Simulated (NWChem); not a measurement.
System: BeSiH4S; SMILES [SiH3][Be][SH]

Here is an NWChem input.

```
start job
memory heap 200 mb stack 900 mb global 1100 mb
geometry units angstroms noautoz
  Be    -0.066313     0.164696     0.003918
  S     -0.111656     2.079177    -0.003072
  H      1.240937     2.157546    -0.005176
  Si    -0.009631    -2.011214     0.002733
  H     -0.970244    -2.595768    -0.989137
  H     -0.351376    -2.592693     1.341459
  H      1.353354    -2.523695    -0.359589
end
basis spherical
  Be library 6-31g*
  S library 6-31g*
  H library 6-31g*
  Si library 6-31g*
end
dft
  xc xwpbe 1.00 cpbe96 1.0 hfexch 1.00
  cam 0.15 cam_alpha 0.0 cam_beta 1.0
  iterations 150
  vectors input atomic output neutral.movecs
end
task dft energy
charge 1
dft
  odft
  mult 2
  vectors input atomic output cation.movecs
end
task dft energy
```

NWChem printed, in part:

```
             Northwest Computational Chemistry Package (NWChem) 7.3.0
             --------------------------------------------------------

 C1  symmetry detected

                             Geometry "geometry" -> ""
                             -------------------------

 Output coordinates in angstroms (scale by  1.889725989 to convert to a.u.)

  No.       Tag          Charge          X              Y              Z
 ---- ---------------- ---------- -------------- -------------- --------------
    1 Be                   4.0000    -0.03991484     0.15966518     0.00428390
    2 S                   16.0000    -0.05697889     2.07461464    -0.00015617
    3 H                    1.0000     1.29662530     2.13300603    -0.00048247
    4 Si                  14.0000    -0.01536248    -2.01684100     0.00020714
    5 H                    1.0000    -0.98325514    -2.58581488    -0.99364363
    6 H                    1.0000    -0.36733547    -2.59500764     1.33771718
    7 H                    1.0000     1.34036153    -2.54890441    -0.36112796

 Effective nuclear repulsion energy (a.u.)      92.2023043282

  pbe96 is a nonlocal functional; adding pw91lda local functional.

                                 NWChem DFT Module
                                 -----------------

 Summary of "ao basis" -> "ao basis" (spherical)
 ------------------------------------------------------------------------------
       Tag                 Description            Shells   Functions and Types
 ---------------- ------------------------------  ------  ---------------------
 Be                          6-31g*                  6       14   3s2p1d
 S                           6-31g*                  8       18   4s3p1d
 H                           6-31g*                  2        2   2s
 Si                          6-31g*                  8       18   4s3p1d

            General Information
            -------------------
          SCF calculation type: DFT
          Wavefunction type:  closed shell.
          No. of atoms     :     7
          No. of electrons :    38
           Alpha electrons :    19
            Beta electrons :    19
          Charge           :     0
          Spin multiplicity:     1
          Use of symmetry is: off; symmetry adaption is: off
          Maximum number of iterations: 150
          AO basis - number of functions:    58
                     number of shells:    30
          Convergence on energy requested:  1.00D-06
          Convergence on density requested:  1.00D-05
          Convergence on gradient requested:  5.00D-04

              XC Information
              --------------
                     Hartree-Fock (Exact) Exchange  1.000
                     LC-wPBE(h)Exchange Functional  1.000
            Perdew 1991 LDA Correlation Functional  1.000 local
           PerdewBurkeErnz. Correlation Functional  1.000 non-local

           Range-Separation Parameters
           ---------------------------
           Alpha           :  0.00
           Beta            :  1.00
           Gamma           :  0.15
           Short-Range HF  :     F

             Grid Information
             ----------------
          Grid used for XC integration:  medium
          Radial quadrature: Mura-Knowles
          Angular quadrature: Lebedev.
          Tag              B.-S. Rad. Rad. Pts. Rad. Cut. Ang. Pts.
          ---              ---------- --------- --------- ---------
          Be                  1.05       49           9.0       434
          S                   1.00       88          12.0       590
          H                   0.35       45          12.0       434
          Si                  1.10       88          11.0       590
          Grid pruning is: on
          Number of quadrature shells:   405
          Spatial weights used:  Erf1

      Superposition of Atomic Density Guess
      -------------------------------------

 Sum of atomic energies:        -702.83268267

      Non-variational initial energy
      ------------------------------

 Total energy =    -703.576711
 1-e energy   =   -1154.408684
 2-e energy   =     358.629669
 HOMO         =      -0.304627
 LUMO         =       0.035272

   convergence    iter        energy       DeltaE   RMS-Dens  Diis-err
 ---------------- ----- ----------------- --------- --------- ---------
 d= 0,ls=0.0,diis     1   -704.4258373423 -7.97D+02  1.38D-02  2.80D-01
 d= 0,ls=0.0,diis     2   -704.4581802031 -3.23D-02  6.04D-03  7.30D-02
 d= 0,ls=0.0,diis     3   -704.4699073779 -1.17D-02  1.86D-03  8.53D-03
 d= 0,ls=0.0,diis     4   -704.4715080859 -1.60D-03  3.22D-04  1.48D-04
 d= 0,ls=0.0,diis     5   -704.4715425158 -3.44D-05  1.35D-04  1.21D-05
  Resetting Diis
 d= 0,ls=0.0,diis     6   -704.4715469287 -4.41D-06  2.50D-05  3.04D-07
 d= 0,ls=0.0,diis     7   -704.4715470595 -1.31D-07  6.99D-06  4.90D-08

         Total DFT energy =     -704.471547059520
      One electron energy =    -1156.786956659253
           Coulomb energy =      410.706818264938
    Exchange-Corr. energy =      -50.593712993377
 Nuclear repulsion energy =       92.202304328172

 Numeric. integr. density =       37.999995170844

                       DFT Final Molecular Orbital Analysis
                       ------------------------------------

 Vector   17  Occ=2.000000D+00  E=-3.803787D-01
              MO Center=  1.3D-01,  5.8D-01, -7.4D-02, r^2= 5.7D+00
   Bfn.  Coefficient  Atom+Function         Bfn.  Coefficient  Atom+Function
  ----- ------------  ---------------      ----- ------------  ---------------
    22      0.445806  2 S  py                41      0.208156  4 Si px
    26      0.193610  2 S  py                24      0.187179  2 S  s
    20      0.185828  2 S  s                  2     -0.181122  1 Be s
    18     -0.175892  2 S  py                58      0.175489  7 H  s
    57      0.167772  7 H  s                  6     -0.166906  1 Be s

 Vector   18  Occ=2.000000D+00  E=-3.276842D-01
              MO Center= -4.2D-02, -9.0D-01,  9.7D-04, r^2= 3.5D+00
   Bfn.  Coefficient  Atom+Function         Bfn.  Coefficient  Atom+Function
  ----- ------------  ---------------      ----- ------------  ---------------
    42      0.409884  4 Si py                 4     -0.317515  1 Be py
    22      0.263959  2 S  py                46      0.181039  4 Si py
    38     -0.170147  4 Si py                 2      0.134905  1 Be s
     6      0.132687  1 Be s                 44      0.124167  4 Si s
    26      0.122440  2 S  py                58     -0.109745  7 H  s

 Vector   19  Occ=2.000000D+00  E=-3.194665D-01
              MO Center= -4.6D-02,  1.9D+00,  3.6D-03, r^2= 1.9D+00
   Bfn.  Coefficient  Atom+Function         Bfn.  Coefficient  Atom+Function
  ----- ------------  ---------------      ----- ------------  ---------------
    23      0.656022  2 S  pz                27      0.379707  2 S  pz
    19     -0.252189  2 S  pz                 5      0.144348  1 Be pz
     9      0.078638  1 Be pz                56     -0.032446  6 H  s
    43     -0.030270  4 Si pz                55     -0.030126  6 H  s
    11      0.026771  1 Be d -1

 Vector   20  Occ=0.000000D+00  E=-7.706534D-03
              MO Center= -9.8D-03, -1.0D-01, -3.1D-03, r^2= 3.6D+00
   Bfn.  Coefficient  Atom+Function         Bfn.  Coefficient  Atom+Function
  ----- ------------  ---------------      ----- ------------  ---------------
     7      0.519252  1 Be px                 3      0.455201  1 Be px
    58     -0.311593  7 H  s                 34     -0.303869  3 H  s
    54      0.229691  5 H  s                 45      0.207991  4 Si px
    24      0.165298  2 S  s                 33     -0.117742  3 H  s
    41      0.098812  4 Si px                57     -0.095992  7 H  s

 Vector   21  Occ=0.000000D+00  E= 7.755740D-03
              MO Center= -3.4D-02, -1.9D-01,  6.0D-03, r^2= 3.9D+00
   Bfn.  Coefficient  Atom+Function         Bfn.  Coefficient  Atom+Function
  ----- ------------  ---------------      ----- ------------  ---------------
     9      0.517984  1 Be pz                 5      0.434667  1 Be pz
    56     -0.377754  6 H  s                 47      0.292491  4 Si pz
    27     -0.287452  2 S  pz                54      0.277105  5 H  s
    23     -0.238719  2 S  pz                43      0.126898  4 Si pz
    55     -0.103140  6 H  s                 58      0.097997  7 H  s

 Vector   22  Occ=0.000000D+00  E= 6.289989D-02
              MO Center=  4.0D-01,  1.2D+00,  1.1D-03, r^2= 5.1D+00
   Bfn.  Coefficient  Atom+Function         Bfn.  Coefficient  Atom+Function
  ----- ------------  ---------------      ----- ------------  ---------------
    24      1.483510  2 S  s                  6     -1.163315  1 Be s
    34     -1.034067  3 H  s                  8     -0.944353  1 Be py
    25      0.693241  2 S  px                26     -0.547049  2 S  py
    44     -0.451302  4 Si s                 21      0.365162  2 S  px
    40      0.334582  4 Si s                 20      0.258429  2 S  s

     Multipole analysis of the density
     ---------------------------------

     L   x y z        total         alpha         beta         nuclear
     -   - - -        -----         -----         ----         -------
     0   0 0 0     -0.000000    -19.000000    -19.000000     38.000000

     1   1 0 0      0.355687      0.177844      0.177844     -0.000000
     1   0 1 0      0.048786      0.024393      0.024393     -0.000000
     1   0 0 1      0.003274      0.001637      0.001637     -0.000000

     2   2 0 0    -23.760381    -20.167121    -20.167121     16.573861
     2   1 1 0      1.952373     -1.455604     -1.455604      4.863582
     2   1 0 1      0.000648     -0.000320     -0.000320      0.001287
     2   0 2 0    -30.633654   -283.826197   -283.826197    537.018740
     2   0 1 1     -0.005468     -0.019066     -0.019066      0.032665
     2   0 0 2    -26.664470    -18.523318    -18.523318     10.382166

                                 NWChem DFT Module
                                 -----------------

            General Information
            -------------------
          SCF calculation type: DFT
          Wavefunction type:  spin polarized.
          No. of atoms     :     7
          No. of electrons :    37
           Alpha electrons :    19
            Beta electrons :    18
          Charge           :     1
          Spin multiplicity:     2
          Use of symmetry is: off; symmetry adaption is: off
          Maximum number of iterations: 150
          This is a Direct SCF calculation.
          AO basis - number of functions:    58
                     number of shells:    30
          Convergence on energy requested:  1.00D-06
          Convergence on density requested:  1.00D-05
          Convergence on gradient requested:  5.00D-04

              XC Information
              --------------
                     Hartree-Fock (Exact) Exchange  1.000
                     LC-wPBE(h)Exchange Functional  1.000
            Perdew 1991 LDA Correlation Functional  1.000 local
           PerdewBurkeErnz. Correlation Functional  1.000 non-local

           Range-Separation Parameters
           ---------------------------
           Alpha           :  0.00
           Beta            :  1.00
           Gamma           :  0.15
           Short-Range HF  :     F

             Grid Information
             ----------------
          Grid used for XC integration:  medium
          Radial quadrature: Mura-Knowles
          Angular quadrature: Lebedev.
          Tag              B.-S. Rad. Rad. Pts. Rad. Cut. Ang. Pts.
          ---              ---------- --------- --------- ---------
          Be                  1.05       49           9.0       434
          S                   1.00       88          12.0       590
          H                   0.35       45          12.0       434
          Si                  1.10       88          11.0       590
          Grid pruning is: on
          Number of quadrature shells:   405
          Spatial weights used:  Erf1

      Superposition of Atomic Density Guess
      -------------------------------------

 Sum of atomic energies:        -702.83268267

 Renormalizing density from      38.00 to     37

      Non-variational initial energy
      ------------------------------

 Total energy =    -691.824422
 1-e energy   =   -1124.029508
 2-e energy   =     340.002781
 HOMO         =      -0.584352
 LUMO         =      -0.196218

[...]
```

Level: LC-wPBE (HJS exchange hole, range parameter 0.15 per bohr)/6-31G* (spherical d), vertical spin-unrestricted ions. All runs use the structure optimised with PBE0/def2-SVP.
